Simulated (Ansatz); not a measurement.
`O/C(Cl)=C/[SiH3]` + `[OH][GaH2]` → `[SiH3][O][GaH2]` + `C=C(O)Cl`  (ligand exchange at the Si–C bond)

Computed with Ansatz on PBE0-D4/def2-TZVP structures; ΔE is electronic, products minus reactants. CBS: MP2 limit from def2 TZ/QZ plus the TZ coupled-cluster correction, frozen cores. Functionals use def2-TZVPP. For Ga outer-core shells are correlated without core-valence functions, which leaves a few kJ/mol of doubt a bond. Scalar relativity is left out up to krypton. One conformer a species, not always the lowest.

Task: Is it downhill or uphill in electronic energy at CCSD(T)/CBS, and by how much? (Best estimate.)

Result: The calculation gave: Downhill: ΔE = -0.90 eV.

Task: What do these levels give: PBE0-D4, ωB97X-V, PBE, PBE0, CCSD/def2-TZVPP, HF/def2-QZVPP? (An estimate is asked.)

Result: Computed: PBE0-D4 -0.81, ωB97X-V -0.90, PBE -0.74, PBE0 -0.83, CCSD/def2-TZVPP -0.98, HF/def2-QZVPP -1.23 eV.

Largest T1 diagnostic among the species: 0.015.

The D4 term adds +0.03 eV with B3LYP and +0.02 eV with PBE0; it sums over pairs of atoms, weighted by their polarisabilities, and B3LYP, whose exchange is more repulsive, gets the larger term. From PBE to PBE0 (25 % exact exchange), in def2-TZVPP and without D4, ΔE moves by −0.09 eV.

B3LYP here is the variant with VWN-RPA as its local correlation; programs differ in this.
